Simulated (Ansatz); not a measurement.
Mulliken charges of C2H5FGaN, SMILES `C=[C](N)[GaH][F]` from B3LYP/def2-TZVPP in Ansatz (PBE0-D4/def2-TZVP geometry).

```csv
atom,x (Å),y (Å),z (Å),charge (e)
C1,0.916,0.504,1.117,-0.263
C2,-0.029,0.037,0.284,0.047
N3,-1.355,-0.124,0.603,-0.290
Ga4,0.528,-0.484,-1.502,0.455
F5,-0.886,-0.870,-2.497,-0.416
H6,0.691,0.839,2.128,0.071
H7,1.952,0.555,0.809,0.088
H8,-1.712,0.352,1.416,0.143
H9,-2.010,-0.219,-0.154,0.167
H10,1.905,-0.590,-2.205,-0.002
```

Q: By hand: the dipole of these point charges (1 e Å = 4.8032 D).

A: Σ q r = (0.396, 0.170, 0.304) e Å, of length 0.527 e Å = 2.53 D.

Q: How does the dipole of the full density compare? (Estimate.)

A: Computed: (0.049, 0.207, 0.321) e Å, 1.85 D; the point charges give 1.37 times that, at 41° from its direction.

Point charges leave out the atoms' own dipoles, such as those of lone pairs, and Mulliken's split depends on the basis, so the two needn't agree.

B3LYP here is the variant with VWN-RPA as its local correlation; programs differ in this.
